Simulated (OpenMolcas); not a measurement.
**4d⁸ along the 44-electron sequence**

```json
{
  "Program": "OpenMolcas 26.06",
  "Method": "CASSCF",
  "Basis": "ANO-R2",
  "Scalar Hamiltonian": "X2C, finite nucleus",
  "Spin-orbit coupling": "state interaction with AMFI integrals over the reference wave functions, term energies averaged over their components"
}
```

Active space for each ion: 8 electrons in 5 orbitals (4d).

Computed levels in cm-1 above ³F₄:

| Level | Rh+ | Pd2+ | Ag3+ |
| --- | --- | --- | --- |
| ³F₃ | 2369 | 3120 | 3966 |
| ³F₂ | 3727 | 4807 | 5964 |
| ³P₁ | 15073 | 17435 | 19716 |
| ³P₂ | 15184 | 17779 | 20373 |
| ³P₀ | 15367 | 17765 | 20057 |
| ¹G₄ | 18674 | 21530 | 24228 |
| ¹S₀ | 43927 | 50372 | 56319 |
| weight of ³F in the lowest level (%) | 100 | 100 | 99 |

Mixed levels, with the weight of the term that names them: Rh+ ³P₂ (63 %), Pd2+ ³P₂ (57 %), Ag3+ ³P₂ (53 %).

Measured, with the error of the calculation in %. Measured levels: Rh+ from NIST Handbook of Basic Atomic Spectroscopic Data; Pd2+ from Moore, Atomic Energy Levels, vol. III, NSRDS-NBS 35 (1971 reprint of NBS Circular 467, 1958); Ag3+ from the list in Gamrath, thesis, University of Mons (2023).

```tsv
Level	Rh+	Pd2+	Ag3+
³F₃	2401 (-1.3)	3230 (-3.4)	4172 (-5.0)
³F₂	3581 (+4.1)	4687 (+2.6)	5830 (+2.3)
³P₁	10515 (+43.3)	13470 (+29.4)	15900 (+24.0)
³P₂		14634 (+21.5)	
³P₀	10761 (+42.8)	13699 (+29.7)	16092 (+24.6)
¹G₄	14855 (+25.7)	17880 (+20.4)	20570 (+17.8)
¹S₀			47139 (+19.5)
```

The fine-structure level ³F₂ changes by a factor of 1.6 from Rh+ to Ag3+. Its fourth root runs 7.81, 8.33, 8.79, with steps per unit of Z of 0.51, 0.46; equal steps would mean a (Z - σ)^4 law with constant σ.

³P₁ changes by a factor of 1.31 over the same range, with steps per unit of Z of +2360, +2280 cm-1.

Without dynamic correlation excited terms often stand tens of per cent too high (terms of higher spin than the ground term too low), and those without a measured partner can miss by more than the paired ones. Configurations with an s electron lie low at this charge and mix in, so terms can be misplaced (holds for Rh+). Levels of configurations with an s electron are missing; early in the row they begin among the upper levels of the d shell and mix with terms of their name (holds for Pd2+). Measured partners are found by configuration, term and J. A level has none where our copy of the source lacks it or the pairing is in doubt (some pairs that miss far off the trend of their configuration count as doubtful), and it then counts in no deviation. Levels of configurations outside the active space are missing.
